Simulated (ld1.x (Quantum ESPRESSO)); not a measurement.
## What one change does to a pseudopotential (Re (Z = 75), PAW)

- Element: Re (Z = 75)
- Generator: ld1.x (Quantum ESPRESSO) 7.5
- Type: PAW
- Functional: PBE
- Relativity: scalar-relativistic
- Frozen core: [Xe] 4f14
- Valence charge: 7
- Reference configuration: 5d5 6s1.5 6p0 (charge +0.5)
- Partial waves: 6s (bound): rcut 2.45, rcutus 2.70 bohr; 6s channel at -0.05 Ry: rcut 2.45, rcutus 2.70 bohr; 6p (bound, empty): rcut 2.05, rcutus 2.85 bohr; 6p channel at 0.85 Ry: rcut 2.05, rcutus 2.85 bohr; 5d (bound): rcut 2.00, rcutus 2.15 bohr; 5d channel at 0.1 Ry: rcut 2.00, rcutus 2.15 bohr; 5f channel at -0.05 Ry: rcut 2.10, rcutus 2.85 bohr
- Local potential: all-electron potential smoothed inside 1.60 bohr (lloc = -1)
- Core correction: a·sin(br)/r model core, default radius (ld1.x builds one for every PAW set, though the input has nlcc=.false.)
- Augmentation charge: PSQ, inside the norm-conserving radii

Change: all radii but the core radius scaled by about 0.87 (s 2.36, p 2.48, d 1.88, f 2.48 bohr, rcut 2.14/1.78/1.74/1.82); local potential all-electron potential smoothed inside 1.40 bohr (lloc = -1).

Cutoffs: the cutoffs (Ry, on a coarse ladder) from which the occupation-weighted sum of valence levels, in a spherical-Bessel basis at the reference potential, stays within 10 and 1 mRy of its value at 400 Ry; they do not see the model core or the augmentation charge, which bear on the density cutoff. Errors are all-electron minus pseudo energies relative to the spin-unpolarised reference configuration.

Question: What does the change do?

Answer: The potential gets harder (21 Ry and 35 Ry → 30 Ry and 45 Ry); both files keep a bound ghost (p, s); the number of tests that count goes from 7 to 5; of the 5 tests that both files solve, the error grows in 3 and shrinks in 1 by more than 15 % and 0.3 meV (median size 18.4 → 34.4 meV). A smaller radius makes the pseudo-wave follow the all-electron one further in, where it bends more sharply, so more plane waves are needed.

```tsv
quantity	base	changed
cutoff, loose	21 Ry	30 Ry
cutoff, tight	35 Ry	45 Ry
loose cutoff by channel (10 mRy a level)	s 6 Ry, d 18 Ry	s 6 Ry, d 25 Ry
bound ghosts	s, p	s, p
tests counted (converged, no solver errors)	7 of 7	5 of 7
error for 5d5 6s2 6p0, meV [ΔE -3.78 eV]	+1.8	+0.9
error for 5d5 6s1 6p0, meV [ΔE 5.47 eV]	-0.7	+1.8
error for 5d5 6s0 6p0, meV [ΔE 21.79 eV]	+18	+34
error for 5d4 6s0 6p0, meV [ΔE 48.92 eV]	-131	-114
error for 5d4 6s2 6p1, meV [ΔE 1.28 eV]	-33	-3097
lowest overlap eigenvalue by channel	s 0.21, p 0.45, d 0.89, f 0.61	s 0.43, p 0.67, d 0.95, f 1.00
```

Changed file: Tests not counted: 5d5 6s0 6p1 (solver errors, printed error +2.6 eV); 5d5 6s1 6p1 (solver errors, printed error -2.3 eV). These tests converged, but a pseudo level misses the all-electron one widely, so the file describes the atom poorly there or has found another state: 5d4 6s2 6p1: 5d by 3.6 eV. A true bound ghost makes a file unfit for plane-wave use even where its test errors are small: the radial tests pick states by their node count and pass the ghost by. Where a test does run into it, the solver fails or the error is huge.
